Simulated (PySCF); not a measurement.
Species: C₄H₁₂PSi (charge +1).
Atom-mapped SMILES: `[CH2:1]=[C:2]([CH3:3])[PH2+:4][CH2:5][SiH3:6]` (hydrogens: H7, H8 on C1; H9, H10, H11 on C3; H12, H13 on P4; H14, H15 on C5; H16, H17, H18 on Si6)

Method: PySCF 2.14.0, density-fitted response routines, TDDFT B3LYP/def2-SVPD, vertical, gas phase, core orbitals frozen in the response. The structure is a single GFN2-xTB conformer in the gas phase; no vibrational or solvent corrections. Torsions of this conformer, `[CH2:1]=[C:2]([CH3:3])[PH2+:4][CH2:5][SiH3:6]`: C1–C2–P4–C5 9°, C2–P4–C5–Si6 75°.

Computed states:

| state | E (eV) | f |
| --- | --- | --- |
| S1 | 6.62 | 0.133 |
| S2 | 6.78 | 0.060 |
| S3 | 7.10 | 0.0029 |
| S4 | 7.23 | 0.0072 |
| S5 | 7.26 | 0.018 |
| S6 | 7.44 | 0.013 |
| S7 | 7.64 | 0.0038 |
| S8 | 7.70 | 0.0097 |

Broadening: Gaussians 0.5 eV wide at half height, area fixed by f = 4.319×10⁻⁹ ∫ε dν̃. The cross-section is σ = 3.8235×10⁻²¹ ε cm², given in Mb (10⁻¹⁸ cm²). The width is an assumption, not a result. The curve ends short of the highest state used, and states not computed would add to its high-energy end.

(1) Give the broadened spectrum and its maxima.

(2) Coming from long wavelengths, where does ε first pass 100 L mol⁻¹ cm⁻¹?

(3) On this curve, what absorbance would a 10⁻⁴ mol/L sample give at 193 nm over a 1 cm path?

Answers

(1) 
(λ (nm), σ (Mb)): (174.5, 11.52), (176.1, 14.09), (177.7, 17.91), (179.3, 22.77), (180.9, 28.04), (182.5, 32.84), (184.1, 36.28), (185.7, 37.68), (187.3, 36.79), (188.9, 33.80), (190.5, 29.26), (192.1, 23.93), (193.7, 18.52), (195.3, 13.59), (196.9, 9.48), (198.4, 6.47), (200.0, 4.11), (201.6, 2.50), (203.2, 1.45), (204.8, 0.81), (206.4, 0.44), (208.0, 0.23), (209.6, 0.11), (211.2, 0.05)

Maxima: 186 nm (6.67 eV), ε about 9900, made up of S1 (71%) and S2 (29%) (ε in L mol⁻¹ cm⁻¹; maxima over ε = 5, shares over 10%).

(2) At about 207 nm (6.00 eV), 0.62 eV below S1.

(3) 193 nm is 6.424 eV, where ε is about 5500 L mol⁻¹ cm⁻¹, so A = ε c l ≈ 0.55 (Beer–Lambert, with the gas-phase spectrum and the assumed width).
